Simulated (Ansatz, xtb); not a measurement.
## Relative energy of two isomers of C4H7ClF2

Structure X: `CC[C@](F)(Cl)CF`, a singlet. Structure Y: `C[C@H](Cl)C(C)(F)F`, a singlet. Both are isolated molecules in the gas phase, relaxed with r2SCAN-D4/def2-SVP, each in the lowest conformer that the search found.

Energies in hartree; the thermal terms are from GFN2-xTB frequencies at re-optimised GFN2-xTB minima (ideal gas, soft modes damped towards free rotors, one conformer each, 298.15 K, 1 atm) and include the zero-point energy:

|  | X | Y |
| --- | --- | --- |
| E, CCSD(T)/def2-SVP | −814.657998 | −814.676581 |
| E, MP2/def2-SVP | −814.567411 | −814.586250 |
| E, MP2/def2-TZVPP | −815.455406 | −815.472556 |
| zero-point energy | 0.104761 | 0.103974 |
| H(298 K) − E | 0.113905 | 0.113237 |
| G(298 K) − E | 0.071649 | 0.071013 |

Problem. Correct the CCSD(T) difference for the basis set by the MP2 change, then work out ΔE, ΔE₀, ΔH and ΔG for X → Y in kcal/mol (1 Eh = 627.51 kcal/mol) and the equilibrium ratio [Y]/[X].

Solution. 1. Differences Y − X: CCSD(T) −0.018583, MP2 in the small set −0.018839, MP2 in the large set −0.017150 Eh.
2. ΔE = −0.018583 + (−0.017150 − (−0.018839)) = −0.016894 Eh = −10.60 kcal/mol.
3. ΔE₀ = ΔE + ΔZPE = −0.016894 + (−0.000787) Eh = −11.09 kcal/mol.
4. ΔH = ΔE + (−0.000668) Eh = −11.02 kcal/mol.
5. ΔG = ΔE + (−0.000636) Eh = −11.00 kcal/mol, so ΔS = (ΔH − ΔG)/T = −0.3 J/(mol K).
6. kT = 0.9442 mEh, so K = [Y]/[X] = exp(−ΔG/kT) = exp(+18.57) ≈ 1.2 × 10^8.

Structure Y is favoured at this temperature. An error of 1 kcal/mol in ΔG would change K by a factor of 5.4. Mirror images and further conformers aren't counted.

As drawn, both hold the same kinds of bond in the same numbers. Structure X has 1 methyl group, Y 2.

Other levels gave ΔE = −6.1 (GFN2-xTB); −8.6 (HF/STO-3G, GFN2-xTB geometries); −12.3 (r2SCAN-D4/def2-SVP//GFN2-xTB); −11.8 (r2SCAN-D4/def2-SVP); −12.5 (HF/def2-SVP); −11.8 (MP2/def2-SVP); −11.7 (CCSD(T)/def2-SVP) kcal/mol. The correlated steps freeze 11 core orbitals. Programs: Ansatz 0.2.0, xtb 6.7.1.
